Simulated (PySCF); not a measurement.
C2H5ClOSi2, SMILES ClC1=C[SiH2][Si@H]1O. Atoms are numbered in the order given.

```xyz
11

O     -1.4623    -1.1289     1.6268
Si    -0.4253    -1.0809     0.3223
Si     1.8953    -0.7213     0.4946
C      1.2560     0.7729    -0.4802
C     -0.0885     0.5949    -0.5044
Cl    -1.2216     1.7078    -1.2332
H     -1.2586    -0.5552     2.3752
H     -0.9658    -2.1002    -0.6112
H      2.8855    -1.5800    -0.2205
H      2.4607    -0.3657     1.8312
H      1.7604     1.6236    -0.9531
```
Charge 0, spin multiplicity 1.

Geometry optimised at B3LYP-D3(BJ)/def2-SVP. The structure was generated by enumeration; whether it is a known compound was not checked. Other conformers were not sampled.

Calculation: SMD-PBE0/6-31G* (PySCF).

Solvation free energies are E(SMD) − E(gas) at the gas-phase geometry, for 1 M in both phases. In vacuum the dipole moment is 2.04 D.

```csv
solvent,ΔG(solv) (kcal/mol),its non-electrostatic (CDS) part,dipole (D)
water,…,…,…
2-propanol,-6.4,-0.3,2.76
tetrahydrofuran,-4.2,-1.0,2.58
```

Fill in the missing entries. (Estimate from the structure and the level; the computed values follow.)


- water, ΔG(solv) (kcal/mol): -3.0
- water, its non-electrostatic (CDS) part: 4.0
- water, dipole (D): 2.85
